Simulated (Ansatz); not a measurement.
Ansatz (a quantum-chemistry and plane-wave program) input (CCSD(T)/STO-3G):

Ansatz 0.2 input:
```yaml
crystal:
  periodic: [false, false, false]
  atoms:
    - {symbol: Se, position_ang: [0.03251397, -0.01627169, 0.34068713]}
    - {symbol: Br, position_ang: [1.12402019, -2.26001461, -0.38257515]}
    - {symbol: Br, position_ang: [-1.15560518, 2.27582139, 0.05162194]}
basis:
  gaussian:
    orbitals: STO-3G
total_charge: -1
magnetization: {spin_polarized: true, initial_magnetization: 1}
correlation: {method: ccsd_t, electrons: outside_noble_gas}
```

End of the output:

```
determinant -203072.78799880 eV, -7462.7873112764 hartree, with singles and doubles -203073.62440342 eV, -7462.8180485792 hartree
determinant -203071.29655771 eV, -7462.7325018271 hartree, with singles and doubles -203072.24739949 eV, -7462.7674446182 hartree
42 core orbitals not correlated
reference -203073.38572855 eV, -7462.8092774395 hartree; 11, 10 occupied and 1, 2 virtual orbitals, 533 factors
second order -0.59930163 eV of doubles, -0.00000000 eV of singles
coupled cluster: 0.05 GiB planned
cycle   1  -0.87514655 eV  change    1.5e-4 eV  update   6.4e-4
cycle   2  -0.87503627 eV  change    1.1e-4 eV  update   5.1e-4
cycle   3  -0.87498137 eV  change    5.5e-5 eV  update   1.9e-4
cycle   4  -0.87501268 eV  change   -3.1e-5 eV  update   6.1e-5
cycle   5  -0.87503918 eV  change   -2.6e-5 eV  update   1.9e-5
cycle   6  -0.87504670 eV  change   -7.5e-6 eV  update   9.4e-6
coupled cluster: 0.05 GiB planned
perturbative correction -0.01749127 eV, -0.0006427923 hartree
Total energy: -203074.27826652 eV, -7462.8420776049 hartree
```
